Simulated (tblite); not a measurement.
Species: C5H4F4O2.
Numbering: `[O:1]=[C:2]1[CH2:3][O:4][C@@H:5]1[C@H:6]([F:7])[C:8]([F:9])([F:10])[F:11]` (hydrogens: H12, H13 on C3; H14 on C5; H15 on C6)

The geometry is computed with GFN2-xTB (gas phase).

List the bond lengths, angles and torsions at this level.

| bond | length (pm) | order |
| --- | --- | --- |
| O1=C2 | 118.5 | double |
| C2–C3 | 150.9 | single |
| C3–O4 | 143.4 | single |
| O4–C5 | 142.7 | single |
| C5–C6 | 153.1 | single |
| C6–F7 | 136.8 | single |
| C6–C8 | 153.6 | single |
| C8–F9, C8–F11 | 133.1 | single |
| C8–F10 | 134.3 | single |
| C2–C5 | 153.5 | single |
| C3–H12 | 109.3 | single |
| C3–H13 | 109.3 | single |
| C5–H14 | 109.7 | single |
| C6–H15 | 109.9 | single |

Bonds in one row agree within 1 pm and their mean is given. Orders are formal, as drawn. A selection of angles:
| angle | degrees |
| --- | --- |
| O1–C2–C3 | 137.6 |
| O1–C2–C5 | 135.7 |
| C3–C2–C5 | 86.6 |
| C2–C3–O4 | 90.2 |
| C2–C3–H12 | 114.8 |
| C2–C3–H13 | 115.7 |
| O4–C3–H12 | 112.4 |
| O4–C3–H13 | 112.6 |
| H12–C3–H13 | 109.9 |
| C3–O4–C5 | 93.7 |
| O4–C5–C6 | 112.3 |
| O4–C5–H14 | 112.2 |
| C6–C5–H14 | 109.5 |
| C2–C5–O4 | 89.4 |
| C2–C5–C6 | 116.9 |
| C2–C5–H14 | 115.2 |
| C5–C6–F7 | 110.6 |
| C5–C6–C8 | 111.9 |
| C5–C6–H15 | 110.0 |
| F7–C6–C8 | 108.3 |
| F7–C6–H15 | 107.1 |
| C8–C6–H15 | 108.8 |
| C6–C8–F9 | 111.6 |
| C6–C8–F10 | 110.0 |
| C6–C8–F11 | 113.2 |
| F9–C8–F10 | 106.9 |

Dihedral angles: O1–C2–C3–O4 178° (antiperiplanar); C2–C3–O4–C5 1° (synperiplanar); C3–O4–C5–C6 118° (anticlinal); O4–C5–C6–F7 -69° (synclinal); C5–C6–C8–F9 -177° (antiperiplanar); O1–C2–C5–O4 -178° (antiperiplanar).

The 4-membered ring C2–C3–O4–C5 has internal angles of 86.6° to 93.7° (sum 360°, against 360° for a flat polygon); it is planar, 0.01 Å rms from its mean plane, widest ring torsion 1°. The C–O distances run from 1.185 Å (O1=C2, drawn double) to 1.434 Å (C3–O4, drawn single), a spread of 0.249 Å. Of the pairs four or more bonds apart, F10···H14 is among the closest relative to their van der Waals radii: 2.46 Å, 92 % of the sum of Bondi's values. The 4 C–F bonds span 1.328 Å (C8–F11, drawn single) to 1.368 Å (C6–F7, drawn single), a spread of 0.040 Å. The 4 C–C bonds span 1.509 Å (C2–C3, drawn single) to 1.536 Å (C6–C8, drawn single), a spread of 0.027 Å.

Point group: C1 (no symmetry element, even within 0.4 Å). Its GFN2-xTB frequencies are all real (lowest 27 cm⁻¹). One conformer, not necessarily the lowest.
